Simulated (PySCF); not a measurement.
Ge(H)2(OEt)(NH2) (C2H9GeNO), SMILES [GeH2]([NH2])[O]CC.

Coordinates come from a PBE-D3(BJ)/def2-SVP optimisation. One conformer was computed; it need not be the lowest.

Two levels are set side by side: TDA-PBE/def2-SVPD (PySCF) and TDA-M06-2X/def2-SVPD (PySCF). Vertical, same geometry. The lowest singlet is HOMO→LUMO 97 % with PBE and HOMO→LUMO 62 %, HOMO−1→LUMO 23 % with the other functional; states are paired by order. Differences are taken from unrounded values.

| quantity | TDA-M06-2X | TDA-PBE | TDA-PBE minus TDA-M06-2X |
|---|---|---|---|
| lowest singlet excitation (eV) | 6.66 | 5.66 | -1.00 |
| lowest triplet excitation (TDA) (eV) | 6.31 | 5.44 | -0.86 |

Functionals without exact exchange tend to place singlet excitations lower, as here. Differences between two approximate levels are no errors against the true value.

Rough cost on one machine, each run with all the roots and properties that it gave: TDA-M06-2X against TDA-PBE about 9 times.
